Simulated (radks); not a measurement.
Species: Lu VI. Configuration: [Xe] 4f12 (the NIST ground configuration). All-electron calculation, Dirac Kohn-Sham, PBE, spin-unpolarised, spherical densities, finite nucleus; open shells fill j = l - 1/2 first; Fermi nuclear charge, rms radius 5.37 fm. Program: a radial shooting solver on a logarithmic mesh with Libxc functionals.

Normalised radial functions P(r) = r R(r) (large component), r in bohr:

r,4d3/2,4d5/2,5p1/2
0.001227,0.0001,0.0000,0.0065
0.001406,0.0001,0.0000,0.0075
0.001611,0.0001,0.0000,0.0088
0.00186,0.0001,0.0001,0.0104
0.002131,0.0002,0.0001,0.0123
0.002442,0.0003,0.0001,0.0145
0.002797,0.0004,0.0002,0.0171
0.003205,0.0005,0.0003,0.0203
0.003701,0.0007,0.0004,0.0243
0.00424,0.0010,0.0006,0.0289
0.004858,0.0015,0.0009,0.0345
0.005566,0.0021,0.0013,0.0412
0.006428,0.0029,0.0020,0.0496
0.007364,0.0041,0.0029,0.0592
0.008437,0.0058,0.0042,0.0705
0.009666,0.0082,0.0061,0.0836
0.01107,0.0115,0.0088,0.0989
0.01279,0.0165,0.0130,0.1174
0.01465,0.0231,0.0186,0.1371
0.01679,0.0322,0.0265,0.1586
0.01923,0.0446,0.0375,0.1814
0.02221,0.0626,0.0536,0.2058
0.02545,0.0857,0.0745,0.2277
0.02916,0.1161,0.1024,0.2463
0.0334,0.1556,0.1391,0.2589
0.03827,0.2061,0.1865,0.2621
0.0442,0.2731,0.2501,0.2512
0.05063,0.3500,0.3240,0.2235
0.05801,0.4397,0.4112,0.1756
0.06646,0.5395,0.5095,0.1064
0.07676,0.6503,0.6203,0.0116
0.08794,0.7498,0.7221,-0.0924
0.1007,0.8308,0.8082,-0.1996
0.1154,0.8762,0.8617,-0.2946
0.1322,0.8664,0.8633,-0.3585
0.1527,0.7755,0.7872,-0.3711
0.175,0.5995,0.6266,-0.3160
0.2005,0.3331,0.3752,-0.1919
0.2297,-0.0109,0.0432,-0.0106
0.2652,-0.4266,-0.3653,0.2112
0.3039,-0.8208,-0.7599,0.4036
0.3482,-1.1635,-1.1102,0.5299
0.3989,-1.4058,-1.3666,0.5496
0.457,-1.5157,-1.4945,0.4427
0.5278,-1.4808,-1.4793,0.2015
0.6046,-1.3268,-1.3410,-0.1081
0.6927,-1.0959,-1.1206,-0.4411
0.7936,-0.8347,-0.8640,-0.7387
0.9166,-0.5716,-0.5998,-0.9618
1.05,-0.3652,-0.3887,-1.0567
1.203,-0.2122,-0.2294,-1.0352
1.378,-0.1110,-0.1221,-0.9168
1.579,-0.0516,-0.0579,-0.7367
1.824,-0.0198,-0.0228,-0.5250
2.089,-0.0069,-0.0081,-0.3430
2.394,-0.0020,-0.0024,-0.2005
2.743,-0.0005,-0.0006,-0.1033
3.167,-0.0001,-0.0001,-0.0437
3.629,0.0000,0.0000,-0.0164
4.157,0.0000,0.0000,-0.0051

4d3/2: eigenvalue -271.11 eV, 1 radial node at r = 0.229 bohr, <r> = 0.537 bohr, 90 % of the charge inside 0.806 bohr. 4d5/2: eigenvalue -261.06 eV, 1 radial node at r = 0.233 bohr, <r> = 0.548 bohr, 90 % of the charge inside 0.822 bohr. 5p1/2: eigenvalue -98.526 eV, 3 radial nodes at r = 0.0780, 0.231, 0.578 bohr, <r> = 1.22 bohr, 90 % of the charge inside 1.76 bohr.
